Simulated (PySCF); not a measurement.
H$_{2}$O$_{2}$Zn, charge +1, doublet, at a GFN2-xTB geometry (such geometries of metal compounds can be far from the true shape) (a state made from the parent by changing its charge; the spin is typed, not shown lowest), atoms displaced at random by about 0.08 Å a coordinate.

The PySCF input:
```python
from pyscf import gto, scf, dft

mol = gto.M(
    atom='''
Zn    0.02924731    0.17078407    0.12332680
O     1.36323238   -0.10739331   -0.95780905
H     1.86202594    0.44109187   -1.44142195
O    -1.15854699   -0.51307524    0.97344846
H    -2.02567181   -0.24711866    1.52175917
''',
    basis='sto-3g',
    charge=1,
    spin=1,
    verbose=3,
)

mf = dft.UKS(mol)
mf.xc = 'r2scan'
mf.kernel()
g = mf.nuc_grad_method()
grad = g.kernel()
```

Question: Estimate the total energy that R2SCAN/STO-3G, gradient in PySCF returns for this input.

Answer: -1908.120846 Ha

Question: Estimate the number of basis functions that R2SCAN/STO-3G, gradient returns for this input.

Answer: 30

Question: What is the computed Mulliken (on the basis functions themselves) charges in atom order (R2SCAN/STO-3G, gradient)?

Answer: Zn1 0.97, O2 -0.34, H3 0.34, O4 -0.31, H5 0.33

Question: What <S^2> does R2SCAN/STO-3G, gradient give?

Answer: 0.800

These values belong to the state on which the SCF converged, which isn't shown to be the lowest.
